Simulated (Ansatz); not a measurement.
Cost and result up the ladder for Ge(GeH3)4 (Ge₅H₁₂) (17 atoms). Total charge 0; singlet. Geometry: PBE0-D4/def2-SVP.

```xyz
17

Ge    0.0003    0.0002   -0.0007
Ge   -1.1029    1.3478   -1.6932
Ge   -0.4128   -2.3514   -0.4431
Ge   -0.8743    0.5757    2.1904
Ge    2.3902    0.4279   -0.0547
H    -0.6892    0.8765   -3.1004
H    -0.7135    2.8299   -1.5342
H    -2.6324    1.2216   -1.5592
H     0.1972   -2.7540   -1.7993
H    -1.9276   -2.6298   -0.4806
H     0.2217   -3.2177    0.6616
H    -0.6017    2.0602    2.4996
H    -0.2026   -0.2866    3.2762
H    -2.3948    0.3321    2.2362
H     2.9313    0.2561   -1.4869
H     3.1292   -0.5546    0.8737
H     2.6819    1.8660    0.4147
```

Ansatz on 4 threads of Arm Neoverse V2 on a shared host. Times are rough, and most runs start from the orbitals of an earlier one. PBE0-D4/def2-TZVP serves as the yardstick here, not as an exact answer. Differences are given only for rows in sets of like size (and for xTB, whose basis is part of the method), since another set adds its own error. Binding counts from free atoms at the same level (Ge triplet, H doublet; other spins of the atoms weren't run), without zero-point energy or a counterpoise term.

LC-ωPBE has ω = 0.4 bohr⁻¹. Correlated methods freeze 45 core orbitals; core or outer-core shells of Ge are correlated, in sets that lack core-valence functions.

Correlated methods converge slowly with the basis.

| level | functions | binding energy per atom (eV) | difference from PBE0-D4/def2-TZVP (eV) |
| --- | --- | --- | --- |
| PBE-D4/def2-TZVP (with forces) | 312 | 2.67 | -0.01 |
| r2SCAN-D4/def2-TZVP | 312 | 2.72 | 0.05 |
| revPBE-D4/def2-TZVP | 312 | 2.62 | -0.06 |
| PBE0-D4/def2-SVP | 220 | 2.67 | – |
| PBE-D4/def2-SVP | 220 | 2.67 | – |
| MP2/def2-TZVP | 312 | 2.59 | -0.09 |
| LC-ωPBE/def2-TZVP | 312 | 2.66 | -0.01 |
| PBE0-D4/def2-TZVP | 312 | 2.67 | 0.00 |

Q: Estimate how long each takes.

A: PBE-D4/def2-SVP 4.2 s; revPBE-D4/def2-TZVP 8 s; PBE0-D4/def2-SVP 9 s; PBE-D4/def2-TZVP (with forces) 9 s; LC-ωPBE/def2-TZVP 11 s; r2SCAN-D4/def2-TZVP 16 s; MP2/def2-TZVP 21 s; PBE0-D4/def2-TZVP 24 s. On shared hardware such times vary by a factor of up to 3.
